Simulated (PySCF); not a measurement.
First SCF of a structure search on quartet RuNF₂, at a hand-made trigonal pyramidal geometry. PySCF input:

```python
from pyscf import gto, scf, dft
mol = gto.M(atom='''
Ru     0.000000    -0.300770    -0.000000
N      1.678490     0.157870     0.000020
F     -0.618600     0.748460    -1.445220
F     -0.618570     0.748450     1.445210''',
    basis={'Ru': 'def2-TZVP', 'N': 'def2-TZVP', 'F': 'def2-TZVP'},
    ecp={'Ru': 'def2-TZVP'},
    charge=0, spin=3)
mf = dft.UKS(mol, xc='PBE0')
mf.grids.atom_grid = (50, 194)
aux = {'Ru': 'def2-universal-JKFIT', 'N': 'def2-universal-JKFIT', 'F': 'def2-universal-JKFIT'}
mf = mf.density_fit(auxbasis=aux)
mf.conv_tol = 1e-08
mf.diis_space = 10
mf.max_cycle = 60
mf.init_guess = 'minao'
mf.verbose = 4
mf.kernel()
```

Excerpt of the output (cycles alone):

```
init E= -341.08321736417
cycle= 1 E= -348.606035118865  delta_E= -7.52  |g|= 1.11  |ddm|=  3.1
cycle= 2 E= -345.181403583231  delta_E= 3.42  |g|= 2.88  |ddm|= 2.22
cycle= 3 E= -349.05275618187  delta_E= -3.87  |g|= 0.357  |ddm|= 1.91
cycle= 4 E= -348.955679693079  delta_E= 0.0971  |g|= 0.632  |ddm|= 0.417
cycle= 5 E= -349.092825102776  delta_E= -0.137  |g|= 0.136  |ddm|= 0.255
cycle= 6 E= -349.098995251267  delta_E= -0.00617  |g|= 0.0697  |ddm|= 0.0685
cycle= 7 E= -349.100900414925  delta_E= -0.00191  |g|= 0.0184  |ddm|= 0.0405
cycle= 8 E= -349.101118919908  delta_E= -0.000219  |g|= 0.00388  |ddm|= 0.0196
cycle= 9 E= -349.101167303811  delta_E= -4.84e-05  |g|= 0.00216  |ddm|= 0.0137
cycle= 10 E= -349.101188938219  delta_E= -2.16e-05  |g|= 0.00125  |ddm|= 0.0108
cycle= 11 E= -349.101197007105  delta_E= -8.07e-06  |g|= 0.001  |ddm|= 0.00509
cycle= 12 E= -349.101203769173  delta_E= -6.76e-06  |g|= 0.000923  |ddm|= 0.00428
cycle= 13 E= -349.101211843216  delta_E= -8.07e-06  |g|= 0.000763  |ddm|= 0.00583
cycle= 14 E= -349.101223270778  delta_E= -1.14e-05  |g|= 0.00055  |ddm|= 0.011
cycle= 15 E= -349.101230330485  delta_E= -7.06e-06  |g|= 0.000255  |ddm|= 0.0134
cycle= 16 E= -349.10123086429  delta_E= -5.34e-07  |g|= 0.00013  |ddm|= 0.00329
cycle= 17 E= -349.101230924448  delta_E= -6.02e-08  |g|= 9.49e-05  |ddm|= 0.000927
cycle= 18 E= -349.101230935786  delta_E= -1.13e-08  |g|= 4.13e-05  |ddm|= 0.00018
cycle= 19 E= -349.101230943248  delta_E= -7.46e-09  |g|= 3.85e-05  |ddm|= 0.000336
Extra cycle  E= -349.101230936549  delta_E= 6.7e-09  |g|= 0.000146  |ddm|= 9.28e-05
converged SCF energy = -349.101230936549  <S^2> = 3.7746689  2S+1 = 4.0123155
```

No lower solution of this spin was found from smeared starts or by a stability analysis within the unrestricted form.

With open d or f shells other occupations or spin states may lie lower.

The search for the lowest solution, 3 starts and the stability check together, took 17 s on 4 threads of a shared Arm Neoverse V1 host, with 133 basis functions; the process peaked at 0.57 GiB.
